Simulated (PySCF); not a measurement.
## Calculated NMR parameters of C=N[SiH2]c1cccc(F)c1

| Quantity | Value |
| --- | --- |
| Formula | C7H8FNSi |
| SMILES | C=N[SiH2]c1cccc(F)c1 |
| InChI | InChI=1S/C7H8FNSi/c1-9-10-7-4-2-3-6(8)5-7/h2-5H,1,10H2 |
| Point group of the computed structure | C1 |
| Degrees of unsaturation | 5 |
| Carbon signals | 7 |
| Proton signals | 7 |

Bonds (- single, = double, # triple, : aromatic): C1=N2, N2-Si3, Si3-C4, C4:C5, C5:C6, C6:C7, C7:C8, C8-F9, C8:C10, C10:C4. C1 carries H11, H12; Si3 carries H13, H14; C5 carries H15; C6 carries H16; C7 carries H17; C10 carries H18. H12 is cis to Si3; H11 is trans to Si3.

[PySCF: PBE0-D3(BJ)/def2-SVP geometry; shielding tensors at PBE0/pcSseg-1 (GIAO); rapidly exchanging positions averaged; a single conformation; isolated molecule; relativity neglected]

Chemical shifts δ = σref − σ; 1H (σref 31.27), 13C (σref 184.41), 29Si (σref 351.99) against TMS; CFCl3 for 19F (σref 177.25); NH3 for 15N (σref 265.67), all at this level.

| carbon | δC, type | δH (multiplicity) | HMBC from (2–3 bonds) | span of the C tensor (ppm) |
| --- | --- | --- | --- | --- |
| C1 | 176.9, CH2 | H11 8.76 (m); H12 8.77 (m) | H13/H14 | 210 |
| C4 | 139.0, C | – | H15, H16, H18, H13/H14 | 229 |
| C5 | 136.5, CH | 7.94 (d) | H16, H18, H17, H13/H14 | 245 |
| C6 | 135.5, CH | 7.50 (m) | H15, H17 | 232 |
| C7 | 122.6, CH | 7.17 (m) | H15, H16, H18 | 190 |
| C8 | 169.9, C | – | H16, H18, H17 | 165 |
| C10 | 125.3, CH | 7.30 (m) | H15, H17, H13/H14 | 198 |

Other nuclei:
```csv
atoms,nucleus,environment,δ (ppm),σ (ppm)
H13/H14,1H,"hydrogen on a silicon bonded to C, N",5.36,25.90
F9,19F,aryl fluorine,-111.7,289.0
Si3,29Si,"silicon bonded to C, N, 2 H",-27.7,379.7
N2,15N,imine nitrogen,421.1,-155.4
```

- Carbon types of the structure: 2 × C, 4 × CH, 1 × CH2, leaving 2 H on heteroatoms.
- δC 176.9: C=N carbon.
- δC 169.9: aromatic carbon bearing fluorine; an ipso carbon deshielded by its heteroatom.
- δC 139.0: substituted aromatic carbon.
- δC 136.5, 135.5, 125.3, 122.6: aromatic CH.
- δH 8.77, 8.76: hydrogen on a C=N carbon.

Splittings by 19F in the carbon and heteronuclear signals aren't shown, as no couplings were computed. Shifts are as computed. Against solution values, carbons near 30 ppm lie about +2 ppm off and those near 130 ppm about +5 ppm. Of 1211 compounds with measured shifts, 218 miss one by over three times the rms of a fit or turn the order of signals round; such compounds aren't used in these exercises. Unscaled 19F shifts against computed CFCl3 carry errors that often reach 10 to 50 ppm. Experimental scales use liquid or dissolved standards, which lie at an offset from isolated NH3 (liquid NH3: subtract about 20 ppm). Unscaled 15N shifts of sp2 nitrogen come out 20 to 40 ppm too high even then. Multiplicities follow the n + 1 count of equivalent neighbours, as no J values were calculated; m marks all less simple cases, F and P coupling included.
